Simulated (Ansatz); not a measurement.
# Ligand exchange: BH2(SH) + SnH(SH)3 → BH(SH)2 + SnH2(SH)2

Species: BH2(SH), singlet; SnH(SH)3, singlet; BH(SH)2, singlet; SnH2(SH)2, singlet. The partners trade H for SH: B–H and Sn–SH bonds give way to B–SH and Sn–H.

Shapes, held fixed at every level: PBE0-D4/def2-TZVP. Flexible molecules stand in one conformer, not always the lowest. Programs: Ansatz 0.2.0. Electronic energies: no zero-point or thermal term.

```csv
level,kind,ΔE (kJ/mol),less CCSD(T)/def2-TZVPP,CPU time (sum over the molecules)
HF/def2-TZVPP,Hartree–Fock,-4.4,+5.4,–
B3LYP-D4/def2-TZVPP,global hybrid,-5.5,+4.3,44 s
PBE0-D4/def2-TZVPP,global hybrid,-10.7,-0.9,27 s
r2SCAN0-D4/def2-TZVPP,global hybrid,-11.0,-1.2,49 s
wB97X-V/def2-TZVPP,range-separated hybrid,-9.3,+0.5,72 s
MP2/def2-SVP,perturbation theory,-17.6,-7.8,–
CCSD(T)/def2-SVP,coupled cluster or CI,-18.6,-8.8,25 s
CCSD(T)/def2-TZVPP,coupled cluster or CI,-9.8,0.0,13 min
```

The highest level, CCSD(T)/def2-TZVPP, gives ΔE = -9.8 kJ/mol; the levels span -18.6 to -4.4. The column of differences is taken from that level and isn't an error. No measured value is set beside it here. For atoms past krypton def2 sets carry core potentials with scalar relativity. Outer-core shells of Sn are correlated, in sets that cover them unevenly. Times are processor times on shared x86 and Arm servers, and rough.
